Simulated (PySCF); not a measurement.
C₃H₁₀OSi, SMILES CC([SiH2]O)C.

Coordinates come from a B3LYP-D3(BJ)/def2-SVP optimisation. One conformer was computed; it need not be the lowest.

Two levels are set side by side: PBE/def2-TZVP (PySCF) and CAM-B3LYP/def2-TZVP (PySCF). Same geometry, gas phase. Differences are taken from unrounded values.

```tsv
quantity	CAM-B3LYP
orbital gap (eV)	10.40
highest occupied level (eV)	-9.17
lowest empty level (eV)	1.23
dipole moment (D)	1.78
mean polarisability (bohr³)	65.9
```

Question: What does PBE give, and how far is it from CAM-B3LYP? (An estimate is asked for; the answer gives what the named calculation found.)

Answer: 
```csv
quantity,PBE,PBE minus CAM-B3LYP
orbital gap (eV),5.95,-4.45
highest occupied level (eV),-6.46,2.71
lowest empty level (eV),-0.52,-1.74
dipole moment (D),1.72,-0.06
mean polarisability (bohr³),69.2,3.3
```

Without exact exchange PBE keeps part of each electron's self-repulsion, which lifts occupied levels and narrows the gap. PBE's more diffuse valence density responds more strongly to a field. Differences between two approximate levels are no errors against the true value.

Rough cost on one machine, each run with all the roots and properties that it gave: CAM-B3LYP against PBE within a factor of 2.
